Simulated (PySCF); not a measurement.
# RbN: from constants to spectrum

ROHF-CCSD(T) constants of RbN, ³Σ⁻ (triplet), unpaired electrons π ↑↑ (Rb def2-TZVPP with ECP28, N def2-TZVPP; scalar-relativistic core potentials (PySCF 2.14); masses 84.9118 and 14.0031 u):

```
ωe           : 258.8 cm⁻¹
ωexe         : 2.82 cm⁻¹
Be           : 0.18551 cm⁻¹
αe           : 0.00221 cm⁻¹
De to Rb + N : 0.500 eV
```

Task: What force constant and bond length do these constants imply?

Result: Reduced mass μred = 12.021 u; k = 5.8918×10⁻⁷·μred·ωe² (u, cm⁻¹, mdyn/Å) = 0.474 mdyn/Å; Re = √(16.8576/(μred·Be)) (u, cm⁻¹, Å) = 2.749 Å.

Task: Estimate the centrifugal constant D from the Kratzer relation and find the Dunham coefficient a1.

Result: D = 4Be³/ωe² = 3.81e-07 cm⁻¹; a1 = −1 − αeωe/(6Be²) = -3.77.

Correlated steps freeze 1 core orbital. Spin–orbit coupling is left out. The CCSD T1 diagnostic is raised, a sign that a single reference may not be enough here. The state is the lowest determinant that a PBE0 search found; another state may lie lower at other levels.
